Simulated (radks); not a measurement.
Isoelectronic series with 56 electrons, all held in the configuration [Xe] 6s2, which need not be the ground one along the series. Calculated with a radial shooting solver on a logarithmic mesh with Libxc functionals: Dirac Kohn-Sham, PBE, spin-unpolarised, spherical densities, finite nucleus; Fermi nuclear charge, rms radius of each element as measured or else 0.836 A^(1/3) + 0.57 fm. Total energies (hartree) and orbital eigenvalues (eV):

| ion | E (hartree) | 6s1/2 | 5p3/2 | 5p1/2 |
|---|---|---|---|---|
| Ba | -8138.9916 | -3.2292 | -18.0944 | -20.1654 |
| Ce2+ | -8863.7344 | -16.7251 | -42.5759 | -45.7181 |
| Nd4+ | -9624.3689 | -35.2583 | -73.5870 | -78.0612 |
| Sm6+ | -10421.2643 | -58.0406 | -110.1895 | -116.2846 |
| Gd8+ | -11254.9497 | -84.7629 | -152.0111 | -160.0501 |
| Dy10+ | -12125.9554 | -115.2665 | -198.8502 | -209.1947 |
| Er12+ | -13034.8958 | -149.4632 | -250.5837 | -263.6377 |
| Yb14+ | -13982.4028 | -187.3045 | -307.1316 | -323.3454 |
| Hf16+ | -14969.2164 | -228.7673 | -368.4403 | -388.3152 |
